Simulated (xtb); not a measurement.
nitrogen atom (N), quartet; GFN2-xTB (xtb).

Here is a job for xtb.
```
$ xtb mol.xyz --gfn 2 --uhf 3 --ohess --json

# file mol.xyz
1

N      0.00000000     0.00000000     0.00000000
```

Question: Write the output that xtb gives for this input, abridged.

Answer: 
```
   ID    Z sym.   atoms
    1    7 N      1

           -------------------------------------------------
          |                Calculation Setup                |
           -------------------------------------------------

           -------------------------------------------------
          |                 G F N 2 - x T B                 |
           -------------------------------------------------

          ...................................................
          :                      SETUP                      :
          :.................................................:
          :  # basis functions                   4          :
          :  # atomic orbitals                   4          :
          :  # shells                            2          :
          :  # electrons                         5          :
          :  max. iterations                   250          :
          :  Hamiltonian                  GFN2-xTB          :
          :  restarted?                      false          :
          :  GBSA solvation                  false          :
          :  PC potential                    false          :
          :  electronic temp.          300.0000000     K    :
          :  accuracy                    1.0000000          :
          :  -> integral cutoff          0.2500000E+02      :
          :  -> integral neglect         0.1000000E-07      :
          :  -> SCF convergence          0.1000000E-05 Eh   :
          :  -> wf. convergence          0.1000000E-03 e    :
          :  Broyden damping             0.4000000          :
          :  net charge                          0          :
          :  unpaired electrons                  3          :
          ...................................................

 iter      E             dE          RMSdq      gap      omega  full diag
   1     -2.6058242 -0.260582E+01  0.707E+00    0.00       0.0  T
   2     -2.6058242  0.000000E+00  0.566E+00    0.00       0.0  T
   3     -2.6058242  0.000000E+00  0.436E+00    0.00       0.0  T
   4     -2.6058242  0.000000E+00  0.348E+00    0.00       0.0  T
   5     -2.6058242  0.000000E+00  0.279E+00    0.00       0.0  T
   6     -2.6058242  0.000000E+00  0.223E+00    0.00       0.0  T
   7     -2.6058242  0.000000E+00  0.178E+00    0.00       0.0  T
   8     -2.6058242  0.000000E+00  0.143E+00    0.00       0.0  T
   9     -2.6058242  0.000000E+00  0.114E+00    0.00       0.0  T
  10     -2.6058242  0.000000E+00  0.913E-01    0.00       0.0  T
  11     -2.6058242  0.000000E+00  0.731E-01    0.00       0.0  T
  12     -2.6058242  0.000000E+00  0.585E-01    0.00       0.0  T
  13     -2.6058242  0.000000E+00  0.468E-01    0.00       0.0  T
  14     -2.6058242  0.000000E+00  0.374E-01    0.00       0.0  T
  15     -2.6058242  0.000000E+00  0.299E-01    0.00       0.0  T
  16     -2.6058242  0.000000E+00  0.239E-01    0.00       0.0  T
  17     -2.6058242  0.000000E+00  0.192E-01    0.00       0.0  T
  18     -2.6058242  0.000000E+00  0.153E-01    0.00       0.0  T
  19     -2.6058242  0.000000E+00  0.123E-01    0.00       0.0  T
  20     -2.6058242  0.000000E+00  0.981E-02    0.00       0.0  T
  21     -2.6058242  0.000000E+00  0.785E-02    0.00       0.0  T
  22     -2.6058242  0.000000E+00  0.628E-02    0.00       0.0  T
  23     -2.6058242  0.000000E+00  0.502E-02    0.00       0.0  T
  24     -2.6058242  0.000000E+00  0.402E-02    0.00       0.0  T
  25     -2.6058242  0.000000E+00  0.321E-02    0.00       0.0  T
  26     -2.6058242  0.000000E+00  0.257E-02    0.00       0.0  T
  27     -2.6058242  0.000000E+00  0.206E-02    0.00       0.0  T
  28     -2.6058242  0.000000E+00  0.165E-02    0.00       0.0  T
  29     -2.6058242  0.000000E+00  0.132E-02    0.00       0.0  T
  30     -2.6058242  0.000000E+00  0.105E-02    0.00       0.0  T
  31     -2.6058242  0.000000E+00  0.843E-03    0.00       0.0  T
  32     -2.6058242  0.000000E+00  0.674E-03    0.00       0.0  T
  33     -2.6058242  0.000000E+00  0.539E-03    0.00       0.0  T
  34     -2.6058242  0.000000E+00  0.431E-03    0.00       0.0  T
  35     -2.6058242  0.000000E+00  0.345E-03    0.00       0.0  T
  36     -2.6058242  0.000000E+00  0.276E-03    0.00       0.0  T
  37     -2.6058242  0.000000E+00  0.221E-03    0.00       0.0  T
  38     -2.6058242  0.000000E+00  0.177E-03    0.00       0.0  T
  39     -2.6058242  0.000000E+00  0.141E-03    0.00       0.0  T
  40     -2.6058242  0.000000E+00  0.113E-03    0.00       0.0  T
  41     -2.6058242  0.000000E+00  0.905E-04    0.00       0.0  T
  42     -2.6058242  0.000000E+00  0.724E-04    0.00       0.0  T

   *** convergence criteria satisfied after 42 iterations ***

         :::::::::::::::::::::::::::::::::::::::::::::::::::::
         ::                     SUMMARY                     ::
         :::::::::::::::::::::::::::::::::::::::::::::::::::::
         :: total energy              -2.605824161279 Eh    ::
         :: gradient norm              0.000000000000 Eh/a0 ::
         :: HOMO-LUMO gap              0.000000000000 eV    ::
         ::.................................................::
         :: SCC energy                -2.605824161279 Eh    ::
         :: -> isotropic ES            0.001332875000 Eh    ::
         :: -> anisotropic ES          0.000000000000 Eh    ::
         :: -> anisotropic XC          0.000000000000 Eh    ::
         :: -> dispersion              0.000000000000 Eh    ::
         :: repulsion energy           0.000000000000 Eh    ::
         :: add. restraining           0.000000000000 Eh    ::
         :: total charge               0.000000000000 e     ::
         :::::::::::::::::::::::::::::::::::::::::::::::::::::

      -----------------------------------------------------------
     |                   =====================                   |
     |                        A N C O P T                        |
     |                   =====================                   |
[...]
         :: total energy              -2.605824161279 Eh    ::
[...]
RMS gradient         :   0.00000

writing file <hessian>.

 vibrational frequencies (cm⁻¹)
eigval :        0.27     0.27     0.27
           -------------------------------------------------
          |                Property Printout                |
           -------------------------------------------------

    * Orbital Energies and Occupations

         #    Occupation            Energy/Eh            Energy/eV
      -------------------------------------------------------------
         1        2.0000           -0.6106538             -16.6167
         2        1.0000           -0.4656895             -12.6721
         3        1.0000           -0.4656895             -12.6721
         4        1.0000           -0.4656895             -12.6721 (HOMO)
      -------------------------------------------------------------
                  HL-Gap            0.4656895 Eh           12.6721 eV
             Fermi-level           -0.2690858 Eh           -7.3222 eV

     #   Z          covCN         q      C6AA      α(0)
     1   7 N        0.000     0.000    25.360     7.537

 Mol. C6AA /au·bohr⁶  :         25.359930
 Mol. C8AA /au·bohr⁸  :        559.460439
 Mol. α(0) /au        :          7.536598

Wiberg/Mayer (AO) data.
largest (>0.10) Wiberg bond orders for each atom

 ---------------------------------------------------------------------------
     #   Z sym  total        # sym  WBO       # sym  WBO       # sym  WBO
 ---------------------------------------------------------------------------
     1   7 N    0.000
 ---------------------------------------------------------------------------

molecular dipole:
                 x           y           z       tot (Debye)
 q only:        0.000       0.000       0.000
   full:        0.000       0.000       0.000       0.000
molecular quadrupole (traceless):
                xx          xy          yy          xz          yz          zz
 q only:        0.000       0.000       0.000       0.000       0.000       0.000
  q+dip:        0.000       0.000       0.000       0.000       0.000       0.000
   full:        0.000       0.000       0.000       0.000       0.000       0.000

           -------------------------------------------------
          |               Frequency Printout                |
           -------------------------------------------------
 vibrational frequencies (cm⁻¹)
eigval :        0.27     0.27     0.27
 reduced masses (amu)
   1:  0.00   2:  0.00   3:  0.00
 IR intensities (km·mol⁻¹)
   1:  0.00   2:  0.00   3:  0.00
 Raman intensities (Ä⁴*amu⁻¹)
   1:  0.00   2:  0.00   3:  0.00
 output can be read by thermo (or use thermo option).
 writing <g98.out> molden fake output.
 recommended (thermochemical) frequency scaling factor: 1.0
           -------------------------------------------------
          |             Thermodynamic Functions             |
           -------------------------------------------------

Kh  symmetry found (for desy threshold:  0.10E+00) used in thermo

          ...................................................
          :                      SETUP                      :
          :.................................................:
          :  # frequencies                           0      :
          :  # imaginary freq.                       0      :
          :  linear?                              true      :
          :  only rotor calc.                     true      :
          :  symmetry                               Kh      :
          :  rotational number                       1      :
          :  scaling factor                  1.0000000      :
          :  rotor cutoff                   50.0000000 cm⁻¹ :
          :  imag. cutoff                  -20.0000000 cm⁻¹ :
          :.................................................:

    mode    ω/cm⁻¹     T·S(HO)/kcal·mol⁻¹    T·S(FR)/kcal·mol⁻¹   T·S(vib)
   ------------------------------------------------------------------------
   ------------------------------------------------------------------------

   temp. (K)  partition function   enthalpy   heat capacity  entropy
                                   cal/mol     cal/K/mol   cal/K/mol   J/K/mol
 298.15  VIB   1.00                    0.000      0.000      0.000
         ROT   1.00                    0.000      0.000      0.000
         INT   1.00                    0.000      0.000      0.000
         TR   0.507E+26             1481.254      4.968     33.844
         TOT                        1481.2539     4.9681    33.8435   141.6012

       T/K    H(0)-H(T)+PV         H(T)/Eh          T*S/Eh         G(T)/Eh
   ------------------------------------------------------------------------
    298.15    0.236053E-02    0.236053E-02    0.160801E-01   -0.137196E-01
   ------------------------------------------------------------------------

         :::::::::::::::::::::::::::::::::::::::::::::::::::::
         ::                  THERMODYNAMIC                  ::
         :::::::::::::::::::::::::::::::::::::::::::::::::::::
         :: total free energy          -2.619543776887 Eh   ::
         ::.................................................::
         :: total energy               -2.605824161279 Eh   ::
         :: zero point energy           0.000000000000 Eh   ::
         :: G(RRHO) w/o ZPVE           -0.013719615608 Eh   ::
         :: G(RRHO) contrib.           -0.013719615608 Eh   ::
         :::::::::::::::::::::::::::::::::::::::::::::::::::::

optimized geometry written to: xtbopt.xyz

           -------------------------------------------------
          | TOTAL ENERGY               -2.605824161279 Eh   |
          | TOTAL ENTHALPY             -2.603463632899 Eh   |
          | TOTAL FREE ENERGY          -2.619543776887 Eh   |
          | GRADIENT NORM               0.000000000000 Eh/α |
          | HOMO-LUMO GAP              12.672055353369 eV   |
           -------------------------------------------------

normal termination of xtb
```
